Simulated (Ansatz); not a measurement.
A nudged elastic band was laid between two geometries of C2H8AlClN2 (14 atoms, charge 0, multiplicity 1).

All numbers below come from RKS BHLYP/6-31G (Ansatz 0.2.0).

```
movable images  : 7
climbing image  : yes
spring          : 5.0 eV/Å²
optimiser       : quadratic models (default)
start path      : through a guess of the saddle point
force threshold : 0.05 eV/Å
iteration limit : 59
end points      : relaxed
```

Initial state:

```xyz
14
Properties=species:S:1:pos:R:3
Al 0.670 -1.120 -0.449
N 0.737 -2.457 0.711
N -0.121 0.444 -0.159
C -0.164 1.540 -1.116
C -0.800 0.760 1.089
H -0.756 -0.075 1.784
Cl 1.633 -1.440 -2.387
H 0.344 -2.444 1.632
H 1.189 -3.330 0.515
H 0.317 2.433 -0.712
H 0.344 1.272 -2.036
H -1.195 1.802 -1.365
H -1.853 0.992 0.917
H -0.346 1.624 1.578
```

Final state:

```xyz
14
Properties=species:S:1:pos:R:3
Al -0.312 -1.088 -0.314
N 1.053 -1.800 0.998
N -0.142 0.666 -0.416
C 0.183 1.981 -0.872
C -1.409 0.364 0.364
H 1.236 -1.029 1.628
Cl -0.308 -2.843 -1.663
H 1.905 -2.062 0.518
H 0.701 -2.599 1.507
H 0.323 2.678 -0.039
H 1.109 1.960 -1.443
H -0.594 2.404 -1.517
H -2.332 0.641 -0.142
H -1.413 0.726 1.390
```

**Question.** Which bonds break or form, and what moves?

**Answer.** Bonds broken: C5–H6. Bonds formed: Al1–C5, N2–H6.

**Question.** What energy profile does the band end with?

**Answer.** The run converged. The highest image is number 5 of 0 to 8, 3.14 eV above the first end and 1.17 eV above the last; the last end lies 1.97 eV above the first. Neighbouring images differ by up to 2.3 eV, so the band resolves the path poorly. A vibrational analysis at the climbing image gives one clearly imaginary mode, 1506i cm⁻¹: a first-order saddle point. The orbitals stay closed-shell, which can raise the energy where a bond breaks towards radicals; this wasn't checked here. Limits of this set-up: no polarisation functions.

```json
{"image": "0", "path coordinate (Å)": "0.00", "energy (eV)": "0.00", "C5–H6 (Å)": "1.09", "Al1–C5 (Å)": "2.84", "N2–H6 (Å)": "3.01"}
{"image": "1", "path coordinate (Å)": "0.92", "energy (eV)": "0.02", "C5–H6 (Å)": "1.09", "Al1–C5 (Å)": "2.83", "N2–H6 (Å)": "3.02"}
{"image": "2", "path coordinate (Å)": "1.83", "energy (eV)": "0.10", "C5–H6 (Å)": "1.09", "Al1–C5 (Å)": "2.79", "N2–H6 (Å)": "2.94"}
{"image": "3", "path coordinate (Å)": "2.75", "energy (eV)": "0.30", "C5–H6 (Å)": "1.09", "Al1–C5 (Å)": "2.69", "N2–H6 (Å)": "2.64"}
{"image": "4", "path coordinate (Å)": "3.67", "energy (eV)": "0.86", "C5–H6 (Å)": "1.10", "Al1–C5 (Å)": "2.51", "N2–H6 (Å)": "2.15"}
{"image": "5", "path coordinate (Å)": "4.58", "energy (eV)": "3.14", "C5–H6 (Å)": "1.60", "Al1–C5 (Å)": "2.18", "N2–H6 (Å)": "1.24"}
{"image": "6", "path coordinate (Å)": "5.59", "energy (eV)": "2.20", "C5–H6 (Å)": "2.45", "Al1–C5 (Å)": "1.96", "N2–H6 (Å)": "1.01"}
{"image": "7", "path coordinate (Å)": "6.60", "energy (eV)": "1.99", "C5–H6 (Å)": "3.06", "Al1–C5 (Å)": "1.94", "N2–H6 (Å)": "1.01"}
{"image": "8", "path coordinate (Å)": "7.60", "energy (eV)": "1.97", "C5–H6 (Å)": "3.25", "Al1–C5 (Å)": "1.94", "N2–H6 (Å)": "1.01"}
```

**Question.** What is the geometry of the highest image?

**Answer.** 
```xyz
14
Properties=species:S:1:pos:R:3
Al 0.284 -1.096 -0.650
N 0.795 -1.796 1.075
N -0.056 0.604 -0.528
C 0.055 1.972 -0.936
C -0.973 0.176 0.587
H -0.152 -1.022 1.254
Cl 0.398 -2.572 -2.254
H 1.686 -1.551 1.480
H 0.557 -2.748 1.313
H 0.347 2.608 -0.097
H 0.805 2.076 -1.715
H -0.890 2.357 -1.326
H -2.026 0.204 0.315
H -0.830 0.788 1.482
```

Run time: 5.8 min on 2 threads of Arm Neoverse V1, on a shared host, peak memory 0.21 GiB.
